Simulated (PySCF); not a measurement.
**Excitation energy of B⁺ by level of theory**

B⁺ [He] 2s2 (1S) → B⁺ [He] 2s1 3d1 (3D), as a difference of total energies. All numbers are calculated (PySCF 2.14, no relativity, point nucleus, in aug-cc-pwCVTZ). Correlated levels: valence: 1s2 frozen; valence and next inner shell: nothing frozen. The calculations carry no spin-orbit coupling.

| method | excitation energy (eV) |
| --- | --- |
| UHF | 17.264 |
| LDA | 17.578 |
| PBE | 17.479 |
| PBE0 | 17.635 |
| r2SCAN | 17.473 |
| HSE06 | 17.610 |
| BHandHLYP | 17.968 |
| CAM-B3LYP | 18.061 |
| wB97X | 17.749 |
| MP2 (valence) | 18.179 |
| SCS-MP2 (valence) | 18.447 |
| MP2 (valence and next inner shell) | 18.231 |
| SCS-MP2 (valence and next inner shell) | 18.491 |

Problem. How much does correlation contribute at MP2 (valence and next inner shell)?

Solution. 18.231 − (17.264) = 0.967 eV, measured against UHF.

The promoted electron is Rydberg-like, and one or two diffuse shells describe it only roughly, which tends to raise the upper state.
